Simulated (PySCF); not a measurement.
# Spin-rotation constants: SMILES COC[SiH2]S, C$_{2}$H$_{8}$OSSi

Geometry:
```
atom   x (Å)   y (Å)   z (Å)
  C1  -1.492   1.168   0.313
  O2  -0.197   0.715   0.569
  C3   0.174  -0.403  -0.195
 Si4   1.965  -0.820   0.265
  S5   3.085   0.991   0.027
  H6  -2.249   0.390   0.531
  H7  -1.616   1.480  -0.743
  H8  -1.682   2.035   0.962
  H9   0.110  -0.190  -1.283
 H10  -0.492  -1.270   0.003
 H11   2.012  -1.348   1.661
 H12   2.520  -1.845  -0.665
 H13   2.031   1.702   0.495
```

Level of theory: GIAO B3LYP/pcSseg-1 magnetisability, rotational g tensor and spin-rotation constants, non-relativistic, gas phase in PySCF. Geometry: PBE0-D3(BJ)/def2-SVP.

Question: Give the nuclear spin-rotation constants along the inertial axes (H = +C I·J) beside the isotropic shieldings.

Answer: Rotational constants 5.3677, 1.6308, 1.3252 GHz. A star marks the isotopologue with that one atom substituted, in its own axes.
```tsv
atom	isotope	Caa (kHz)	Cbb (kHz)	Ccc (kHz)	mean (kHz)	σ (ppm)
H6	1H	-0.252	-0.009	-0.141	-0.134	28.2
H7	1H	-0.579	-0.154	0.056	-0.226	28.3
H8	1H	-0.539	-0.003	-0.063	-0.202	27.6
H9	1H	-0.503	-0.186	0.053	-0.212	28.6
H10	1H	-0.212	-0.011	-0.157	-0.127	28.3
H11	1H	-0.444	-0.126	0.048	-0.174	26.6
H12	1H	-0.281	-0.056	-0.059	-0.132	26.9
H13	1H	-0.224	-0.126	-0.143	-0.164	30.4
C1	13C*	0.844	0.407	0.335	0.529	114.7
O2	17O*	-0.372	-0.112	-0.052	-0.179	324.7
C3	13C*	1.297	0.322	0.302	0.640	115.2
Si4	29Si*	-3.251	-0.984	-0.837	-1.691	364.2
S5	33S*	0.741	0.188	0.182	0.371	770.3
```
For the geometry as given, no vibrational averaging.

Question: How do the rotational constants and the g tensor change when H6, H7, H8, H9, H10, H11, H12, H13 are replaced by deuterium?

Answer: Constants 4.3581, 1.4277, 1.1662 GHz; g -0.0262, -0.0089, -0.0070, against -0.0320, -0.0099, -0.0077 before.
